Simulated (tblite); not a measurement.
C7H12N (doublet state).
Geometry (GFN2-xTB, Å), atoms numbered from 1 in this order:
```xyz
20
C7H12N angstrom
C     -2.962    1.076   -0.290
C     -1.623    1.069   -0.472
C     -0.718    0.027   -0.162
C     -1.246   -1.273    0.358
C      0.695    0.198   -0.298
C      1.287    1.311   -0.792
C      1.577   -0.962    0.156
N      3.008   -0.748    0.193
H     -3.546    1.937   -0.565
H     -3.511    0.257    0.138
H     -1.197    1.970   -0.890
H     -0.715   -2.119   -0.072
H     -2.300   -1.384    0.125
H     -1.132   -1.327    1.443
H      0.742    2.168   -1.140
H      2.357    1.393   -0.870
H      1.403   -1.817   -0.506
H      1.276   -1.257    1.166
H      3.234    0.034    0.799
H      3.366   -0.543   -0.734
```

Computed values, GFN2-xTB/tblite, gas phase, harmonic and unscaled. The method is semi-empirical: single wavenumbers can be off by several per cent or more. One conformer, not necessarily the lowest. Open shells enter through the occupations alone, without spin polarisation, and single modes of such species can be off by tens of per cent. The optimisation stopped once no atom felt more than 0.01 eV/Å.

Lowest wavenumbers of the output (negative numbers stand for imaginary wavenumbers):
```
mode    cm-1
  1     -38.7
  2      68.6
  3     110.9
  4     122.9
  5     213.0
  6     295.5
  7     334.4
  8     354.5
  9     378.7
 10     410.4
```

Q: Is this structure a minimum?

A: Not by this Hessian. 1 mode is imaginary beyond 20i (39i cm⁻¹), so at this level the point lies at or near a first-order saddle. The curvature is small, so loose convergence or finite differences may be the whole cause.

Q: Which atoms move in the imaginary mode?

A: 39i: C6 (carbon bonded to C and 2 H) 24 %, N8 (nitrogen bonded to C and 2 H) 14 %, C4 (carbon bonded to C and 3 H) 12 %, C2 (carbon bonded to 2 C and H) 11 %. These are shares of the mass-weighted motion.

Q: What is the remedy?

A: Step along that mode in both directions, optimise again with tighter thresholds and repeat the frequencies. The zero-point energy of this point (106.8 kcal/mol) counts the 53 real modes alone, and thermal corrections from it aren't those of a minimum.
